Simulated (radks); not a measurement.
Task: The mean radii <r> (bohr) of the occupied orbitals of an atom or ion are listed with their occupations. Method: scalar-relativistic Kohn-Sham, r2SCAN, spin-polarised, spherical densities, finite nucleus; meta-GGA in the generalised Kohn-Sham scheme; Fermi nuclear charge, rms radius of each element as measured or else 0.836 A^(1/3) + 0.57 fm; computed with a radial shooting solver on a logarithmic mesh with Libxc functionals.

| orbital | occ. | <r> |
|---|---|---|
| 1s up | 1 | 0.02507 |
| 1s down | 1 | 0.02507 |
| 2s up | 1 | 0.1070 |
| 2s down | 1 | 0.1068 |
| 2p up | 3 | 0.09380 |
| 2p down | 3 | 0.09361 |
| 3s up | 1 | 0.2721 |
| 3s down | 1 | 0.2730 |
| 3p up | 3 | 0.2672 |
| 3p down | 3 | 0.2684 |
| 3d up | 5 | 0.2401 |
| 3d down | 1 | 0.2413 |

Name the element and its charge. Open shells, if any, are filled with parallel spins first.

Result: Z = 57, lanthanum, charge +33: La33+ in [Ar] 3d6. The 1s radius gives Z: for a bare nucleus <r> = (2 gamma + 1)/(2Z) with gamma = sqrt(1 - (Z/c)^2), 0.02473 bohr for Z = 57, and screening makes it slightly larger (0.02507 here). The occupations add up to 24, and the charge is Z minus that.
